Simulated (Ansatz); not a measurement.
Question: Name a neutral molecule of Al, C, F, O and H with HOMO–LUMO gap (ωB97M-V/def2-TZVPP) between 10.40 and 10.70 eV and LUMO energy (PBE/def2-TZVPP) between -2.10 and -1.80 eV (Ansatz, PBE0-D4/def2-TZVP geometry).

Answer: `F[CH]1O[CH2][Al]1[F]` (10.52 eV, -1.86 eV); `[OH][AlH]/[CH]=C/F` (10.69 eV, -1.93 eV). Other molecules can fit too; these were computed, each in one conformer that needn't be the lowest.
